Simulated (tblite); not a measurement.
C3H7BO5S.
Numbering: `[CH3:1]/[CH:2]=[C:3](\[B:4]([OH:5])[OH:6])[S:7](=[O:8])(=[O:9])[OH:10]` (hydrogens: H11, H12, H13 on C1; H14 on C2; H15 on O5; H16 on O6; H17 on O10)

Computed with GFN2-xTB (tblite), gas phase: L-BFGS steps from a force-field or distance-geometry start until the largest atomic force falls under 0.01 eV/Å.

Step 41: E = -949.1368 eV
```
atom  x, y, z in Å  |  force x, y, z in eV/Å
C1      2.1111   -1.2582    0.2708   -0.012  -0.017  -0.001
C2      0.6722   -1.0952    0.6336    0.047   0.063   0.021
C3     -0.0839   -0.0982    0.1943   -0.040   0.031  -0.020
B4      0.2262    1.1406   -0.7304    0.035   0.027   0.074
O5      1.2141    1.0534   -1.6494   -0.065   0.057  -0.025
O6     -0.4678    2.2886   -0.6264   -0.042  -0.027  -0.095
S7     -1.7464   -0.0283    0.8012    0.006   0.035  -0.076
O8     -2.2219   -1.2677    1.3391    0.133  -0.042   0.077
O9     -1.8896    1.1680    1.5772   -0.083   0.037  -0.154
O10    -2.5683    0.2076   -0.5797   -0.010   0.117  -0.017
H11     2.6627   -0.3457    0.4906   -0.049  -0.020   0.031
H12     2.5654   -2.0906    0.7977   -0.020  -0.024   0.006
H13     2.2001   -1.4122   -0.8026   -0.014  -0.042   0.002
H14     0.2191   -1.8178    1.3049    0.059  -0.001  -0.087
H15     1.2875    1.8504   -2.1817    0.046  -0.070   0.050
H16    -1.1857    2.3161    0.0106    0.020  -0.074   0.161
H17    -3.0017   -0.5989   -0.8598   -0.011  -0.048   0.053
```

Step 42: E = -949.1406 eV
```
atom  x, y, z in Å  |  force x, y, z in eV/Å
C1      2.1117   -1.2630    0.2721    0.012  -0.007  -0.004
C2      0.6745   -1.0987    0.6365    0.006   0.075  -0.010
C3     -0.0815   -0.1049    0.1892   -0.050   0.022  -0.002
B4      0.2223    1.1352   -0.7334    0.076   0.080   0.020
O5      1.2076    1.0627   -1.6578   -0.050   0.029   0.010
O6     -0.4740    2.2807   -0.6226    0.040  -0.001  -0.162
S7     -1.7436   -0.0245    0.7952   -0.004  -0.021  -0.041
O8     -2.2198   -1.2595    1.3448    0.132   0.010   0.059
O9     -1.8846    1.1800    1.5587   -0.081   0.030  -0.109
O10    -2.5665    0.2050   -0.5839   -0.042   0.060  -0.054
H11     2.6637   -0.3510    0.4899   -0.039  -0.001   0.039
H12     2.5652   -2.0934    0.8010    0.000  -0.053   0.016
H13     2.2026   -1.4179   -0.8009   -0.026  -0.050  -0.004
H14     0.2219   -1.8188    1.3112    0.057   0.011  -0.088
H15     1.2850    1.8712   -2.1721    0.024  -0.085   0.043
H16    -1.1847    2.3100    0.0194   -0.059  -0.081   0.229
H17    -3.0065   -0.6011   -0.8573    0.006  -0.019   0.057
```

Step 43: E = -949.1463 eV
```
atom  x, y, z in Å  |  force x, y, z in eV/Å
C1      2.1116   -1.2666    0.2728    0.039   0.007  -0.005
C2      0.6768   -1.0977    0.6393    0.000   0.029  -0.053
C3     -0.0789   -0.1073    0.1867   -0.085   0.064  -0.009
B4      0.2222    1.1328   -0.7335    0.081   0.080  -0.031
O5      1.2013    1.0703   -1.6643    0.011  -0.116   0.077
O6     -0.4796    2.2726   -0.6213    0.021   0.072  -0.131
S7     -1.7423   -0.0198    0.7884    0.046  -0.034  -0.088
O8     -2.2112   -1.2508    1.3496    0.072  -0.045   0.079
O9     -1.8866    1.1911    1.5382   -0.072   0.106  -0.005
O10    -2.5693    0.2042   -0.5872   -0.006   0.067  -0.048
H11     2.6652   -0.3564    0.4894   -0.016   0.029   0.045
H12     2.5616   -2.0957    0.8043    0.023  -0.081   0.025
H13     2.2052   -1.4233   -0.7996   -0.041  -0.054  -0.008
H14     0.2258   -1.8197    1.3107    0.026  -0.001  -0.049
H15     1.2822    1.8848   -2.1623    0.018   0.023  -0.044
H16    -1.1811    2.2960    0.0312   -0.084  -0.062   0.229
H17    -3.0099   -0.6024   -0.8525   -0.034  -0.083   0.016
```

Step 44: E = -949.1515 eV
```
atom  x, y, z in Å  |  force x, y, z in eV/Å
C1      2.1134   -1.2712    0.2733    0.038   0.007   0.007
C2      0.6799   -1.0958    0.6405   -0.034   0.004  -0.092
C3     -0.0771   -0.1088    0.1819   -0.048   0.060  -0.007
B4      0.2250    1.1332   -0.7348    0.028   0.095  -0.060
O5      1.1990    1.0785   -1.6709    0.033  -0.115   0.100
O6     -0.4865    2.2672   -0.6184   -0.021   0.060  -0.034
S7     -1.7414   -0.0148    0.7794    0.036  -0.019  -0.035
O8     -2.2048   -1.2406    1.3584    0.055   0.013   0.027
O9     -1.8866    1.2063    1.5138   -0.059   0.076   0.041
O10    -2.5739    0.2037   -0.5937    0.001  -0.045  -0.026
H11     2.6683   -0.3622    0.4900    0.006   0.032   0.034
H12     2.5580   -2.1011    0.8092    0.029  -0.068   0.014
H13     2.2076   -1.4326   -0.7987   -0.043  -0.042   0.008
H14     0.2305   -1.8189    1.3109    0.002   0.002  -0.030
H15     1.2763    1.9026   -2.1530    0.027   0.027  -0.079
H16    -1.1796    2.2737    0.0484   -0.015  -0.028   0.137
H17    -3.0149   -0.6072   -0.8464   -0.034  -0.058  -0.007
```

**Question.** Estimate the geometry and energy of step 45. (The exact step hangs on the optimiser's Hessian estimate; all steps are aligned on step 44, rigid shifts and turns removed.)

**Answer.** E = -949.1547 eV, largest force 0.208 eV/Å
```
atom  x, y, z in Å  |  force x, y, z in eV/Å
C1      2.1143   -1.2707    0.2726    0.016   0.000   0.019
C2      0.6803   -1.0912    0.6382   -0.033  -0.021  -0.093
C3     -0.0769   -0.1026    0.1831   -0.006   0.057  -0.028
B4      0.2297    1.1390   -0.7334   -0.037   0.055  -0.028
O5      1.2019    1.0770   -1.6689    0.034  -0.160   0.129
O6     -0.4887    2.2694   -0.6176   -0.090   0.033   0.068
S7     -1.7422   -0.0123    0.7760    0.038   0.020  -0.019
O8     -2.1965   -1.2387    1.3600    0.022   0.002   0.013
O9     -1.8934    1.2101    1.5074   -0.043   0.081   0.055
O10    -2.5795    0.2050   -0.5953    0.026  -0.103   0.001
H11     2.6701   -0.3624    0.4908    0.013   0.016   0.020
H12     2.5537   -2.1032    0.8109    0.026  -0.035  -0.004
H13     2.2076   -1.4353   -0.7994   -0.033  -0.030   0.025
H14     0.2313   -1.8183    1.3040   -0.017   0.001  -0.018
H15     1.2757    1.8971   -2.1537    0.056   0.120  -0.148
H16    -1.1787    2.2595    0.0577    0.069   0.014   0.032
H17    -3.0156   -0.6104   -0.8425   -0.041  -0.051  -0.025
```

The energy changes by -0.0032 eV. The first-order estimate −F·Δx gives -0.0049 eV and the mean of the old and new forces, exact on a quadratic surface, -0.0032 eV. The step makes an angle of 61° with the force vector and moves no atom by more than 0.017 Å.

The cost below is that of the whole relaxation. The run took 2.2 s on one thread, Arm Neoverse N1 (aarch64) (shared host).
